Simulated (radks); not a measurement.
Coulomb parameter of the 4f shell of the praseodymium ion Pr2+ in the model configuration [Xe] 4f1.5 5d1.5, as a second difference U = [E(n + 1) + E(n - 1) - 2 E(n)] / (1)^2 with all orbitals relaxed. "Bare": the charge of the atom changes with n. "Screened": the 5d shell takes up the change at fixed total charge, which measures U(4f,4f) + U(5d,5d) - 2 U(4f,5d). Method: Dirac Kohn-Sham, LDA (Slater exchange, Perdew-Wang correlation), spin-unpolarised, spherical densities, finite nucleus; open shells are shared between the two j in proportion to 2j + 1; Fermi nuclear charge, rms radius 4.8919 fm; computed with a radial shooting solver on a logarithmic mesh with Libxc functionals.

\begin{tabular}{lrr}
case & configuration & E - E(n) (eV) \\ \hline
start & [Xe] 4f1.5 5d1.5 & 0.000 \\
bare +1 & [Xe] 4f2.5 5d1.5 & -14.913 \\
bare -1 & [Xe] 4f0.5 5d1.5 & 31.344 \\
screened +1 & [Xe] 4f2.5 5d0.5 & -4.412 \\
screened -1 & [Xe] 4f0.5 5d2.5 & 9.344 \\
\end{tabular}

U(bare) = 16.431 eV, U(screened by 5d) = 4.932 eV.
